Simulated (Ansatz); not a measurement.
Born–Oppenheimer molecular dynamics of BH₇Si₃ (11 atoms, charge 0, multiplicity 1). It starts from a relaxed structure.

These are results of RKS PBE-D4/6-31G (Ansatz 0.2.0), not measurements.

```
ensemble                      : NVE (velocity Verlet)
time step                     : 0.5 fs
steps asked                   : 150
starting velocities drawn for : 500 K
masses                        : H 3.016 u
seed                          : 393674
```

First frame:

```xyz
11
Properties=species:S:1:pos:R:3
Si -1.434 1.325 -0.672
Si -0.871 -0.358 0.892
B 0.769 -1.331 1.055
Si 2.085 -0.846 -0.237
H -2.639 0.895 -1.488
H -1.804 2.606 0.051
H -0.287 1.612 -1.614
H -2.055 -0.587 1.824
H 0.944 -2.171 1.895
H 1.874 0.215 -1.299
H 3.483 -1.419 -0.386
```

How far do the bonds stretch over the last three quarters of this one trajectory? (Pairs bonded in most of those frames.)


```tsv
bond	mean (Å)	spread (Å)	shortest	longest
Si1–Si2	2.373	0.059	2.31	2.48
Si1–H5	1.529	0.051	1.45	1.60
Si1–H6	1.526	0.036	1.47	1.58
Si1–H7	1.512	0.017	1.49	1.54
Si2–B3	1.912	0.009	1.90	1.94
Si2–H8	1.529	0.012	1.51	1.55
B3–Si4	1.910	0.026	1.88	1.96
B3–H9	1.199	0.005	1.19	1.21
Si4–H10	1.518	0.016	1.49	1.54
Si4–H11	1.527	0.072	1.43	1.63
```

Mean temperature of the second half: 245 K. The conserved energy stayed within 0.055 meV per atom of its start (net change 0.048 meV per atom), so the integration is sound. The temperature averaged 0.49 of the 500 K drawn at the start: a run that starts near a minimum puts about half its kinetic energy into the potential. A run of 0.075 ps of so small a system gives no equilibrium averages. Limits of this set-up: no polarisation functions.

Time of the run: 6.1 min on 1 thread of Arm Neoverse V1 (shared host), peak memory 0.1 GiB.
